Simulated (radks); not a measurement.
O2+, configuration [He] 2s1.75 2p2 3s0.25 (fractional occupations, a model configuration). All-electron calculation, non-relativistic Kohn-Sham, TPSS, spin-polarised, spherical densities, point nucleus; open shells are filled with parallel spins first; meta-GGA in the generalised Kohn-Sham scheme. Program: a radial shooting solver on a logarithmic mesh with Libxc functionals.

Local quantities along the radius. ELF = 1/(1 + alpha^2) is the electron localisation function; alpha = (tau - tau_W)/tau_unif compares the Pauli kinetic energy density with that of the uniform gas (summed over spins); 4 pi r^2 rho is in e/bohr; r v_xc is r times the local exchange-correlation potential of spin up (hartree bohr, multiplicative part alone).

r (bohr),ELF,alpha,4 pi r^2 rho,r v_xc
0.01269,1.000,0.002626,0.5194,-0.2097
0.016,1.000,0.002825,0.7834,-0.2243
0.02034,1.000,0.003109,1.181,-0.2428
0.02565,1.000,0.003499,1.726,-0.2642
0.03235,1.000,0.004065,2.468,-0.2895
0.0408,1.000,0.004922,3.431,-0.3189
0.05186,1.000,0.006339,4.651,-0.3534
0.06541,1.000,0.008667,5.970,-0.3904
0.08249,1.000,0.01291,7.254,-0.4300
0.1049,1.000,0.02185,8.253,-0.4722
0.1322,0.998,0.04165,8.571,-0.5117
0.1668,0.991,0.09323,8.015,-0.5443
0.212,0.938,0.2577,6.567,-0.5551
0.2674,0.621,0.7811,4.780,-0.5249
0.3372,0.192,2.053,3.326,-0.4439
0.4252,0.125,2.650,2.766,-0.4620
0.5406,0.356,1.344,3.110,-0.6629
0.6817,0.747,0.5818,3.685,-0.8770
0.8597,0.871,0.3841,3.715,-0.8183
1.093,0.875,0.3783,2.919,-0.8011
1.378,0.765,0.5542,1.725,-0.7397
1.738,0.334,1.411,0.7525,-0.5333
2.21,0.047,4.500,0.2741,-0.4547
2.787,0.064,3.824,0.1352,-0.3788
3.514,0.498,1.003,0.08022,-0.3272
4.432,0.958,0.2100,0.03535,-0.3264
5.634,0.998,0.04439,0.008505,-0.3111
7.106,1.000,0.01136,0.001013,-0.1826

On this mesh the ELF has minima near r = 0.38, 2.5 bohr, which separate the shells, and maxima near 0.97 (0.88).

Self-consistent cycle (total energy in hartree, residual of the potential): 1: -72.754334, 2e+00; 2: -72.842585, 1e+00; 3: -72.902273, 8e-02; 4: -72.902417, 1e-02; 5: -72.902430, 1e-03; 6: -72.902430, 7e-05; 7: -72.902430, 2e-05; 8: -72.902430, 2e-05; 9: -72.902430, 2e-05; 10: -72.902430, 3e-06; 11: -72.902430, 6e-06; 12: -72.902430, 6e-06; 13: -72.902430, 3e-06; 14: -72.902430, 1e-06; 15: -72.902430, 8e-07.
